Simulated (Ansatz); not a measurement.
Abridged output of a molecular run in Ansatz:

```
Functional definition: HF
1105 factors; integrals over basis functions are off by at most 1.1e-3 eV
mean field evaluation 1: about -41844.7082 eV, gradient 2.5e1 eV
mean field evaluation 2: about -41844.7106 eV, gradient 2.5e1 eV
mean field evaluation 4: about -41846.8260 eV, gradient 2.5e0 eV
mean field evaluation 8: about -41846.8534 eV, gradient 4.0e-4 eV
mean field -41846.85340886 eV, -1537.8434979597 hartree, gradient 2.9e-6 eV, S^2 0.000000; 0 other end points of the search recorded, 0 dependent functions left out
21 core orbitals not correlated: weight in the atoms' cores, before any rotation towards them, 1.000 or more for the frozen orbitals, at most 0.000 for the correlated occupied ones
reference -41846.85340886 eV, -1537.8434979597 hartree; 16, 16 occupied and 79, 79 virtual orbitals, 1105 factors
second order -16.45221980 eV of doubles, -0.00000000 eV of singles
cycle   1  -17.78242728 eV  change    -1.3e0 eV  update   8.8e-2
cycle   2  -18.25078864 eV  change   -4.7e-1 eV  update   2.6e-2
cycle   3  -18.30761418 eV  change   -5.7e-2 eV  update   9.1e-3
cycle   4  -18.30531224 eV  change    2.3e-3 eV  update   2.3e-3
cycle   5  -18.30450363 eV  change    8.1e-4 eV  update   6.6e-4
cycle   6  -18.30435057 eV  change    1.5e-4 eV  update   1.9e-4
cycle   7  -18.30434537 eV  change    5.2e-6 eV  update   5.7e-5
cycle   8  -18.30435965 eV  change   -1.4e-5 eV  update   1.7e-5
perturbative correction -0.45672402 eV, -0.0167842981 hartree
Total energy: -41865.61449253 eV, -1538.5329550678 hartree
```

Its atoms:

Z-matrix (Å, degrees):
```
Si
C 1 1.881
H 1 1.483 2 110.3
H 1 1.486 2 109.7 3 120.3
H 1 1.487 2 109.9 3 -120.3
Si 2 1.845 1 114.8 3 73.7
H 2 1.096 1 109.0 3 -166.0
H 2 1.095 1 109.2 3 -49.0
Cl 6 2.049 2 110.6 1 -176.0
Cl 6 2.049 2 109.9 1 -56.2
H 6 1.477 2 112.6 1 63.8
```

Question: Which basis set was used?
A. def2-TZVPP
B. def2-SVP
C. def2-SVPD
D. cc-pV(Q+d)Z

Answer: B. It gives 116 functions.

Question: Write the keys of the input that set method, charge and spin (a neutral closed shell needs none for the last two).

Answer: 
```yaml
correlation: {method: ccsd_t}
```
